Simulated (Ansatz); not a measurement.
A run of Ansatz (development build ahead of 0.2.0) on doublet H5 at this shape:

```yaml
atoms:
  - { symbol: H, position_ang: [2.2500, 0.0000, 0.0000] }
  - { symbol: H, position_ang: [0.6953, 2.1400, 0.0000] }
  - { symbol: H, position_ang: [-1.8202, 1.3225, 0.0000] }
  - { symbol: H, position_ang: [-1.8202, -1.3225, 0.0000] }
  - { symbol: H, position_ang: [0.6953, -2.1400, 0.0000] }
```

Its results:

```json
{"Converged": "yes", "Total energy": "-2.50462 hartree", "Spin squared of the determinant": "2.602", "Stability test": "minimum"}
```

Question: Which input gives this output? Name the method, the orbitals and the basis set, and write the input.

Answer: PBE (unrestricted) in pcseg-2.

```yaml
crystal:
  periodic: [false, false, false]
  atoms:
    - { symbol: H, position_ang: [2.25, 0.0, 0.0] }
    - { symbol: H, position_ang: [0.6953, 2.14, 0.0] }
    - { symbol: H, position_ang: [-1.8202, 1.3225, 0.0] }
    - { symbol: H, position_ang: [-1.8202, -1.3225, 0.0] }
    - { symbol: H, position_ang: [0.6953, -2.14, 0.0] }
basis:
  gaussian: { orbitals: pcseg-2 }
magnetization:
  spin_polarized: true
  initial_magnetization: 1
hamiltonian:
  xc: pbe
```

Caution: the unrestricted determinant is a mixture of spin states.
